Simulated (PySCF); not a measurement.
C5H6S2, SMILES CSc1cccs1, singlet at its GFN2-xTB optimised geometry (Å):

```
13

C     -2.5338     0.1600     0.0172
S     -1.2909     1.4819    -0.0010
C      0.1898     0.5507     0.0000
C      1.4515     1.0692    -0.0010
C      2.4478     0.0697    -0.0010
C      1.9384    -1.1866     0.0000
S      0.2161    -1.1866     0.0000
H     -2.4118    -0.4414     0.9136
H     -2.4252    -0.4535    -0.8728
H     -3.5016     0.6507     0.0211
H      1.6493     2.1251    -0.0017
H      3.5016     0.2834    -0.0015
H      2.4550    -2.1251     0.0005
```

Level of theory: B3LYP/def2-TZVP in PySCF. Cells within 0.4 Å of a nucleus heavier than hydrogen are left out (blank, or x).

Map of the log10 of the electron density (e/bohr³), floored at −4 on the plane z = 0.0 Å:

```
|0000000000000000000000000000000|
|0000000000000000000000000000000|
|0000000000000000000000000000000|
|0000000000000000000000000000000|
|0000000000000000000000000000000|
|0000000000011000000000000000000|
|0000000001222211011211000000000|
|0000000012344432223332100000000|
|0000000124566543345654210000000|
|0000001235677764457875320000000|
|0000123346789875568986421000000|
|00012445568xx987678986543210000|
|000245677789x98888xx87655431000|
|000246888888888xx9xx98777542000|
|00024689xx87778xx8889x999642000|
|00024578xx87668888779xx98642000|
|0001346788765678877899876532000|
|00002346776557899888x9765421000|
|000002345554578xx98xx8754210000|
|0000002333345789988899754200000|
|0000000112234678777789864200000|
|0000000000123566655678753100000|
|0000000000012344443456542000000|
|0000000000001222222234321000000|
|0000000000000011100112110000000|
|0000000000000000000000000000000|
|0000000000000000000000000000000|
|0000000000000000000000000000000|
|0000000000000000000000000000000|
|0000000000000000000000000000000|
|0000000000000000000000000000000|
```
Scale: ten equal steps from -4.00 (start of '0') to -0.275 (end of '9'), in the order '0123456789'; x runs from -6.00 to 6.00, y from -6.00 (bottom) to 6.00 (top).
